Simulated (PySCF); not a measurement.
## Gallium: highly charged ions in a basis for the neutral atom

Ga¹⁹⁺ [Ne] 3s2, Ga²⁰⁺ [Ne] 3s1. Calculation: PySCF 2.14, in aug-cc-pVDZ-PP with ECP10MDF (5s4p3d, 32 functions); scalar relativity through the core potential. No spin-orbit coupling, so a gap to NIST mixes the basis error with missing relativistic terms.

Changed run: basis of the neutral atom used for a highly charged ion. This setting is unsound on purpose.

| species | method | sound run (hartree) | changed run (hartree) | converged |
| --- | --- | --- | --- | --- |
| Ga¹⁹⁺ | UHF | not run | -55.90518 | yes |
| Ga¹⁹⁺ | BP86 | not run | -56.03578 | yes |
| Ga¹⁹⁺ | LDA | not run | -55.88212 | yes |
| Ga²⁰⁺ | UHF | not run | -28.66167 | yes |
| Ga²⁰⁺ | BP86 | not run | -28.70016 | yes |
| Ga²⁰⁺ | LDA | not run | -28.61577 | yes |

Ionisation energy of Ga¹⁹⁺:

```tsv
method	changed run (eV)	NIST (eV)
UHF	741.33	765.7 ± 0.9
BP86	743.84	765.7 ± 0.9
LDA	741.96	765.7 ± 0.9
```

The contracted functions were made for the neutral atom and can be too rigid for a highly charged ion.
